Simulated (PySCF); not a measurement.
Ligand exchange on a metal centre used in film growth or etching (Cd NH2-Br). Gas-phase values, no solvent. One relaxed conformer stands for each flexible species; it need not be the lowest.

The HOMO–LUMO gap from two functionals at the same geometries (PBE-D3(BJ)/def2-SVP), both in PySCF: PBE-D3(BJ)/def2-TZVP and B3LYP-D3(BJ)/def2-TZVP. B3LYP has the VWN-RPA correlation part, as in Gaussian. 

```
species                                 PBE-D3(BJ)/def2-TZVP (eV)
--------------------------------------  -------------------------
0 of 2 NH2 replaced by Br ([Cd(NH2)2])                       3.91
1 of 2 NH2 replaced by Br                                    3.76
2 of 2 NH2 replaced by Br                                    3.90
```

**Question.** What does B3LYP-D3(BJ)/def2-TZVP give for each?

**Answer.** 
- 0 of 2 NH2 replaced by Br ([Cd(NH2)2]): 5.45
- 1 of 2 NH2 replaced by Br: 5.34
- 2 of 2 NH2 replaced by Br: 5.41
Over these rows, drawn at random from the members with no instability flagged (it was tested for open shells, ions and some series alone), PBE minus B3LYP-D3(BJ): mean -1.55 eV, from -1.58 eV to -1.51 eV.
